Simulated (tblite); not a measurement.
Species: C9H7N3.
SMILES with atom numbers: `[cH:1]1[cH:2][c:3](-[c:4]2[cH:5][n:6][cH:7][cH:8][n:9]2)[cH:10][cH:11][n:12]1` (hydrogens: H13 on C1; H14 on C2; H15 on C5; H16 on C7; H17 on C8; H18 on C10; H19 on C11)

Computed geometry: GFN2-xTB, gas phase.

(1) Give the optimised bond lengths and angles.

Results:

(1) 
```json
{"bond": "C1–C2, C10–C11", "length (Å)": "1.385"}
{"bond": "C2–C3, C3–C10", "length (Å)": "1.396"}
{"bond": "C3–C4", "length (Å)": "1.469"}
{"bond": "C4–C5", "length (Å)": "1.400"}
{"bond": "C5–N6", "length (Å)": "1.321"}
{"bond": "N6–C7", "length (Å)": "1.324"}
{"bond": "C7–C8", "length (Å)": "1.390"}
{"bond": "C8–N9", "length (Å)": "1.319"}
{"bond": "C1–N12, C11–N12", "length (Å)": "1.322"}
{"bond": "C4–N9", "length (Å)": "1.336"}
{"bond": "C1–H13, C11–H19", "length (Å)": "1.082"}
{"bond": "C2–H14, C10–H18", "length (Å)": "1.078"}
{"bond": "C5–H15", "length (Å)": "1.081"}
{"bond": "C7–H16", "length (Å)": "1.081"}
{"bond": "C8–H17", "length (Å)": "1.082"}
```

Bonds in one row agree within 0.01 Å and their mean is given. A selection of angles:
```json
{"angle": "C2–C1–N12", "degrees": "123.5"}
{"angle": "C1–C2–C3", "degrees": "118.9"}
{"angle": "C2–C3–C4", "degrees": "119.4"}
{"angle": "C2–C3–C10", "degrees": "117.4"}
{"angle": "C4–C3–C10", "degrees": "123.2"}
{"angle": "C3–C4–C5", "degrees": "124.0"}
{"angle": "C3–C4–N9", "degrees": "116.5"}
{"angle": "C5–C4–N9", "degrees": "119.5"}
{"angle": "C4–C5–N6", "degrees": "122.1"}
{"angle": "C5–N6–C7", "degrees": "117.6"}
{"angle": "N6–C7–C8", "degrees": "120.9"}
{"angle": "C7–C8–N9", "degrees": "121.6"}
{"angle": "C4–N9–C8", "degrees": "118.2"}
{"angle": "C1–N12–C11", "degrees": "117.8"}
```

Torsions: C2–C3–C4–C5 180° (antiperiplanar).

Of the pairs four or more bonds apart, N9···H14 is among the closest relative to their van der Waals radii: 2.39 Å, 87 % of the sum of Bondi's values. N9 (pyridine-type nitrogen) is bent (angle 118.2°). The 6-membered ring C1–C2–C3–C10–C11–N12 has internal angles of 117.4° to 123.8° (sum 720°, against 720° for a flat polygon); it is planar, 0.00 Å rms from its mean plane, widest ring torsion 0°. The 12 heavy atoms lie in one plane (0.001 Å rms). The C–C distances run from 1.384 Å (C1–C2, aromatic) to 1.469 Å (C3–C4, drawn single), a spread of 0.085 Å. The 6-membered ring C4–C5–N6–C7–C8–N9 has internal angles of 117.6° to 122.1° (sum 720°, against 720° for a flat polygon); it is planar, 0.00 Å rms from its mean plane, widest ring torsion 0°.

Point group: Cs (tolerance 0.08 Å). GFN2-xTB frequencies show an imaginary mode (41i cm⁻¹), so the point is no minimum at that level.
